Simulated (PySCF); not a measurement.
An element was calculated at r2SCAN (PySCF 2.14, spin-free X2C, a triple-zeta basis, no spin-orbit coupling), in the ground configurations that NIST lists.

```
electron affinity        : 0.771 eV
first ionisation energy  : 8.506 eV
second ionisation energy : 19.353 eV
third ionisation energy  : 33.076 eV
```

Question: Which element is it?

Answer: Palladium (Pd, Z = 46), in x2c-TZVPPall with one added diffuse shell each of s, p, d, f type. NIST lists 8.337, 19.43 ± 0.12, 32.93 eV for these ionisation energies.
